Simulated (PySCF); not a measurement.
**Spin states and ions at one geometry of [Bi2]+**

PySCF 2.14.0, UKS BP86, Bi def2-SVP with ECP60; non-relativistic Hamiltonian with scalar-relativistic core potentials where named; density fitting; no spin-orbit coupling; singlets restricted, open shells unrestricted. The geometry is relaxed for charge +1, doublet, vacuum:

```xyz
2

Bi    0.0000    0.0000    1.3907
Bi    0.0000    0.0000   -1.3907
```

Energies count from the relaxed state; an electron taken off or put on is at rest in vacuum. Charges and spins are Mulliken's.

Problem. Order these states by energy, lowest first.
A. charge +1, sextet, vacuum
B. charge +1, doublet, vacuum
C. charge 0, singlet, vacuum
D. charge +2, triplet, vacuum
E. charge 0, triplet, vacuum
F. charge +1, quartet, vacuum

Solution. C (-8.00 eV), E (-6.83 eV), B (0.00 eV), F (1.09 eV), A (2.62 eV), D (13.53 eV).

Problem. How do charge and spin on the first atom follow?

Solution. 
| state | spin squared | charge on Bi1 (e) | spin on Bi1 (e) | dipole about the centre of mass (D) |
| --- | --- | --- | --- | --- |
| charge +1, doublet, vacuum | 0.75 | 0.50 | 0.50 | 0.00 |
| charge +1, quartet, vacuum | 3.75 | 0.50 | 1.50 | 0.00 |
| charge +1, sextet, vacuum | 8.75 | 0.50 | 2.50 | 0.00 |
| charge +2, triplet, vacuum | 2.00 | 1.00 | 1.00 | 0.00 |
| charge 0, singlet, vacuum | 0.00 | 0.00 | 0.00 | 0.00 |
| charge 0, triplet, vacuum | 2.00 | 0.00 | 1.00 | 0.00 |

With an electron taken off (triplet) the charges change, summed by element, by Bi +1.00 e. The vertical ionisation energy is 13.53 eV, against −ε(HOMO) = 10.72 eV over both spins of the relaxed state. The level lies 2.8 eV too high, as is usual for semilocal functionals and global hybrids, which keep a self-interaction error.

With an electron put on (singlet, the lower of the two states computed) the charges change, summed by element, by Bi -1.00 e. The vertical electron affinity is 8.00 eV, against −ε(LUMO) = 10.69 eV over both spins of the relaxed state.

Open shells may have lower solutions than those found. Hard to converge, so the more doubtful: charge +1, quartet, vacuum.
